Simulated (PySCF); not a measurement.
Ti(OH)2 (H₂O₂Ti), SMILES [OH][Ti][OH] (connectivity only; charge and spin as stated), neutral, multiplicity 3.

Coordinates come from a PBE0-D3(BJ)/def2-TZVP optimisation. The geometry has at least one imaginary mode, so it is a saddle point at that level. The spin state was assumed, not searched. Other conformers were not sampled.

Two levels are set side by side: PBE/def2-TZVPD (PySCF) and M06-2X/def2-TZVPD (PySCF). Same geometry, gas phase. Differences are taken from unrounded values.

| quantity | M06-2X | PBE | PBE minus M06-2X |
|---|---|---|---|
| α-spin orbital gap (eV) | 6.02 | 0.63 | -5.38 |
| β-spin orbital gap (eV) | 7.01 | 4.90 | -2.11 |
| mean polarisability (bohr³) | 52.0 | 66.0 | 14.0 |

PBE's more diffuse valence density responds more strongly to a field. Differences between two approximate levels are no errors against the true value.

Rough cost on one machine, each run with all the roots and properties that it gave: M06-2X against PBE about 3 times.
